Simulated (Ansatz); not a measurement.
Input for Ansatz (a quantum-chemistry and plane-wave program): R-CCSD(T)/cc-pV(T+d)Z on CH3FOSi (SMILES CO[Si]F). Files ending in .json are basis or fitting sets from the Basis Set Exchange.

Ansatz 0.2 input:
```yaml
crystal:
  periodic: [false, false, false]
  atoms:
    - {symbol: C, position_ang: [-0.95686205, 0.15981438, -0.03155794]}
    - {symbol: O, position_ang: [0.43759155, 0.26183765, 0.23401208]}
    - {symbol: Si, position_ang: [1.59714742, -0.78021225, -0.28418148]}
    - {symbol: F, position_ang: [2.89409277, -0.07056435, 0.36651242]}
    - {symbol: H, position_ang: [-1.28314779, 1.05695614, -0.55790475]}
    - {symbol: H, position_ang: [-1.49303241, 0.08901868, 0.91493779]}
    - {symbol: H, position_ang: [-1.19578950, -0.71685025, -0.64181811]}
basis:
  gaussian:
    orbitals: cc-pV_T+d_Z.json
magnetization: {spin_polarized: false}
correlation: {method: ccsd_t, electrons: outside_noble_gas}
scf: {lower_state_search: off}
```

It printed:

```
WARN ansatz: RAYON_NUM_THREADS=1 ignored (pool sized by the plan → 1); use --threads N
Functional definition: HF
these checks for a lower state are left out or cut short: stability, starts, cluster_reference, orbital_swaps, neighbouring_geometries, increment
integrals: 0.51 GiB planned
1013 factors; integrals over basis functions are off by at most 9.8e-4 eV
mean field: 0.45 GiB planned
mean field evaluation 1: about -13684.4240 eV, gradient 4.1e1 eV
mean field evaluation 2: about -13684.5934 eV, gradient 4.1e1 eV
mean field evaluation 4: about -13687.7456 eV, gradient 3.1e0 eV
mean field evaluation 8: about -13687.7932 eV, gradient 3.4e-1 eV
mean field -13687.79366338 eV, -503.0171392095 hartree, gradient 2.9e-6 eV, S^2 0.000000; 0 other end points of the search recorded, 0 dependent functions left out
8 core orbitals not correlated
reference -13687.79366338 eV, -503.0171392095 hartree; 12, 12 occupied and 151, 151 virtual orbitals, 1013 factors
second order -20.75091951 eV of doubles, -0.00000000 eV of singles
coupled cluster: 1.47 GiB planned
cycle   1  -20.70970126 eV  change    4.1e-2 eV  update   1.1e-1
cycle   2  -21.22697841 eV  change   -5.2e-1 eV  update   3.5e-2
cycle   3  -21.36904972 eV  change   -1.4e-1 eV  update   2.0e-2
cycle   4  -21.34645505 eV  change    2.3e-2 eV  update   4.5e-3
cycle   5  -21.34389510 eV  change    2.6e-3 eV  update   2.0e-3
cycle   6  -21.34513521 eV  change   -1.2e-3 eV  update   6.4e-4
cycle   7  -21.34467542 eV  change    4.6e-4 eV  update   2.5e-4
cycle   8  -21.34458579 eV  change    9.0e-5 eV  update   8.8e-5
cycle   9  -21.34465232 eV  change   -6.7e-5 eV  update   3.2e-5
cycle  10  -21.34465604 eV  change   -3.7e-6 eV  update   1.3e-5
perturbative correction -0.77131460 eV, -0.0283452888 hartree
Total energy: -13709.90963403 eV, -503.8298861399 hartree
Checks for a lower state left out: stability, starts, cluster_reference, orbital_swaps, neighbouring_geometries, increment
```

Self-consistency was reached.

Cost: roughly 90 core-seconds.
